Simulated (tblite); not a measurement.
Record of a relaxation.

Species: C4H14N2OSi2.
Numbering: `[CH3:1][C@@H:2]1[CH2:3][NH:4][Si@:5]([OH:6])([CH2:7][SiH3:8])[NH:9]1` (hydrogens: H10, H11, H12 on C1; H13 on C2; H14, H15 on C3; H16 on N4; H17 on O6; H18, H19 on C7; H20, H21, H22 on Si8; H23 on N9)

Computed with GFN2-xTB (tblite), gas phase: L-BFGS steps from a force-field or distance-geometry start until the largest atomic force falls under 0.01 eV/Å. 3 of its 197 geometries are shown.

Step 0: E = -792.5477 eV, largest atomic force 3.250 eV/Å
```
atom  x, y, z in Å  |  force x, y, z in eV/Å
C1     -3.064   -0.386   -0.808   -0.812   0.049  -0.185
C2     -1.843   -0.643    0.033    0.940  -0.044   0.030
C3     -1.520    0.505    1.019    0.205  -0.017  -0.055
N4     -0.091    0.392    1.314   -0.776   0.451   3.124
Si5     0.812   -0.371    0.098   -1.217  -1.547   0.205
O6      1.272   -1.812    0.702    0.646  -0.595  -0.086
C7      1.948    0.647   -0.878    0.703   0.787  -1.114
Si8     3.443    0.980    0.159    1.353   0.428   0.778
N9     -0.605   -0.792   -0.778   -1.777   0.039  -1.456
H10    -3.258   -1.213   -1.494    0.140   0.091   0.085
H11    -3.961   -0.275   -0.174    0.429  -0.052  -0.143
H12    -2.971    0.530   -1.397    0.128  -0.105   0.087
H13    -1.991   -1.575    0.620    0.285   0.344  -0.333
H14    -1.710    1.484    0.547    0.167  -0.305   0.001
H15    -2.136    0.454    1.929    0.326  -0.017  -0.227
H16     0.005   -0.236    2.136   -0.078   0.987  -0.345
H17     0.917   -2.566    0.221    0.218   0.131   0.203
H18     1.485    1.584   -1.179   -0.038  -0.002   0.030
H19     2.246    0.142   -1.793   -0.052  -0.085  -0.021
H20     3.135    1.721    1.409    0.002  -0.257  -0.325
H21     4.367    1.834   -0.622   -0.101  -0.089   0.053
H22     4.181   -0.265    0.477   -0.265   0.244  -0.061
H23    -0.666   -0.113   -1.532   -0.428  -0.436  -0.246
```

Step 98: E = -793.3604 eV, largest atomic force 0.048 eV/Å
```
atom  x, y, z in Å  |  force x, y, z in eV/Å
C1     -3.127   -0.243   -0.824    0.002   0.003   0.000
C2     -1.905   -0.676   -0.031    0.001   0.003  -0.001
C3     -1.530    0.328    1.072    0.004  -0.005   0.002
N4     -0.149    0.046    1.393    0.014   0.027   0.037
Si5     0.710   -0.498   -0.007    0.000  -0.007   0.007
O6      1.605   -1.821    0.323    0.004   0.013   0.005
C7      1.938    0.674   -0.841   -0.002  -0.002  -0.004
Si8     3.486    0.965    0.206    0.001  -0.008   0.030
N9     -0.740   -0.879   -0.878    0.000   0.003   0.004
H10    -3.368   -0.990   -1.577   -0.004   0.002   0.001
H11    -3.983   -0.125   -0.164    0.004   0.010  -0.004
H12    -2.935    0.706   -1.322   -0.008   0.003   0.005
H13    -2.111   -1.639    0.458    0.000   0.004  -0.006
H14    -1.669    1.356    0.702    0.003  -0.006  -0.005
H15    -2.163    0.194    1.954   -0.007  -0.007  -0.009
H16     0.244    0.672    2.076   -0.014  -0.028  -0.031
H17     1.178   -2.580    0.714    0.012  -0.003   0.001
H18     1.463    1.628   -1.067   -0.008  -0.001  -0.011
H19     2.235    0.240   -1.793    0.003   0.001  -0.007
H20     3.116    1.618    1.468    0.008  -0.001  -0.003
H21     4.388    1.868   -0.523   -0.002   0.016  -0.011
H22     4.187   -0.284    0.484   -0.008  -0.009  -0.004
H23    -0.875   -0.533   -1.814   -0.002  -0.009   0.005
```

Step 196: E = -793.3981 eV, largest atomic force 0.008 eV/Å
```
atom  x, y, z in Å  |  force x, y, z in eV/Å
C1     -3.079   -0.048   -0.877    0.000   0.001  -0.001
C2     -1.934   -0.644   -0.066    0.000   0.001   0.002
C3     -1.524    0.264    1.099    0.001   0.001   0.002
N4     -0.158   -0.077    1.431    0.003  -0.001   0.002
Si5     0.714   -0.543    0.012    0.002  -0.002  -0.003
O6      1.683   -1.824    0.317    0.003  -0.001  -0.002
C7      1.875    0.686   -0.838    0.001   0.001  -0.001
Si8     3.441    1.022    0.168   -0.002   0.002   0.000
N9     -0.742   -0.802   -0.868    0.001   0.000  -0.005
H10    -3.376   -0.731   -1.670   -0.001   0.000   0.001
H11    -3.938    0.138   -0.237    0.000   0.000   0.000
H12    -2.763    0.889   -1.328    0.002   0.003  -0.002
H13    -2.256   -1.617    0.343    0.001  -0.002   0.000
H14    -1.617    1.313    0.786   -0.003   0.001  -0.003
H15    -2.175    0.104    1.964   -0.003  -0.002   0.001
H16     0.239    0.532    2.127    0.001  -0.001   0.000
H17     1.365   -2.534    0.871   -0.002  -0.001   0.001
H18     1.351    1.619   -1.036   -0.001   0.000  -0.001
H19     2.162    0.282   -1.806    0.001  -0.001   0.001
H20     3.095    1.569    1.486   -0.001   0.000   0.000
H21     4.251    2.026   -0.537   -0.003   0.000   0.000
H22     4.234   -0.193    0.338   -0.001  -0.001   0.001
H23    -0.851   -1.403   -1.666    0.000   0.003   0.007
```

Task: Summarise the path.

Result: The energy falls by 82.05 kJ/mol from step 0 to step 196; nine tenths of that is first reached at step 54. It rises by more than 0.2 meV at step 112. The largest force goes from 3.250 to 0.008 eV/Å. Among the bonds Si5–C7 changes most, from 1.810 to 1.892 Å; the atoms move by 0.465 Å rms after alignment.

Task: Follow the three bonds and two angles with the largest change from start to end.

Result: 
| step | E above end (kJ/mol) | largest force (eV/Å) | Si5–C7 (Å) | C2–N9 (Å) | C7–Si8 (Å) | Si5–N9–H23 (°) | O6–Si5–C7 (°) |
| --- | --- | --- | --- | --- | --- | --- | --- |
| 0 | 82.05 | 3.250 | 1.810 | 1.487 | 1.850 | 105.3 | 121.3 |
| 9 | 20.81 | 0.253 | 1.879 | 1.453 | 1.884 | 117.2 | 112.0 |
| 17 | 16.13 | 0.170 | 1.882 | 1.455 | 1.889 | 116.8 | 107.4 |
| 26 | 14.02 | 0.100 | 1.885 | 1.456 | 1.892 | 116.2 | 104.4 |
| 34 | 12.75 | 0.103 | 1.890 | 1.458 | 1.893 | 117.2 | 104.5 |
| 43 | 11.86 | 0.126 | 1.884 | 1.457 | 1.891 | 120.0 | 104.0 |
| 51 | 9.90 | 0.306 | 1.891 | 1.456 | 1.888 | 120.2 | 104.4 |
| 60 | 4.62 | 0.095 | 1.892 | 1.455 | 1.894 | 120.8 | 102.1 |
| 68 | 4.04 | 0.046 | 1.891 | 1.454 | 1.892 | 120.7 | 102.1 |
| 77 | 3.86 | 0.033 | 1.891 | 1.455 | 1.892 | 120.7 | 102.9 |
| 85 | 3.73 | 0.015 | 1.891 | 1.455 | 1.892 | 120.2 | 103.5 |
| 94 | 3.68 | 0.020 | 1.891 | 1.455 | 1.892 | 119.9 | 103.5 |
| 102 | 3.60 | 0.037 | 1.892 | 1.455 | 1.893 | 120.4 | 103.4 |
| 111 | 3.27 | 0.058 | 1.893 | 1.453 | 1.892 | 122.6 | 103.0 |
| 119 | 2.97 | 0.046 | 1.894 | 1.449 | 1.891 | 125.4 | 102.8 |
| 128 | 2.31 | 0.050 | 1.896 | 1.445 | 1.893 | 127.9 | 102.8 |
| 136 | 1.41 | 0.070 | 1.895 | 1.442 | 1.891 | 128.6 | 102.8 |
| 145 | 0.72 | 0.109 | 1.895 | 1.442 | 1.891 | 128.8 | 102.6 |
| 153 | 0.56 | 0.033 | 1.894 | 1.443 | 1.892 | 128.3 | 102.9 |
| 162 | 0.21 | 0.055 | 1.894 | 1.444 | 1.891 | 127.0 | 103.5 |
| 170 | 0.11 | 0.015 | 1.893 | 1.445 | 1.891 | 126.4 | 103.5 |
| 179 | 0.07 | 0.012 | 1.892 | 1.445 | 1.891 | 126.5 | 103.6 |
| 187 | 0.02 | 0.025 | 1.892 | 1.445 | 1.891 | 126.2 | 103.4 |
| 196 | 0.00 | 0.008 | 1.892 | 1.446 | 1.891 | 126.0 | 103.2 |

What follows is the cost of the whole relaxation. Hardware: one thread, Arm Neoverse N1 (aarch64), shared host. Cost: 3.6 s of wall time.
